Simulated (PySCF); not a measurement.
TaOF₂, SMILES [O]=[Ta+]([F])[F], charge +1, multiplicity 1.

The structure is a stationary point at r2SCAN-D4/def2-TZVP. The spin state was assumed, not searched. The isomer is the one that the SMILES or the coordinates give; other isomers of the formula were not compared. The def2 effective core potentials stand for the cores of Ta; spin–orbit coupling is left out.

Level of theory: CAM-B3LYP/def2-TZVPD run with PySCF.

Isolated molecule, no solvent.

Problem. Estimate the frontier levels, gap, dipole moment and polarisability. (An estimate is asked for; the answer gives what the named calculation found.)

Solution. 
| Property | Value |
|---|---|
| highest occupied level | -18.12 eV |
| lowest empty level | -9.69 eV |
| orbital gap | 8.43 eV |
| dipole moment about the centre of nuclear charge | 5.35 D |
| mean static polarisability | 30.4 bohr³ (4.50 Å³) |
| polarisability, principal values | 22.2, 31.6, 37.4 bohr³ |
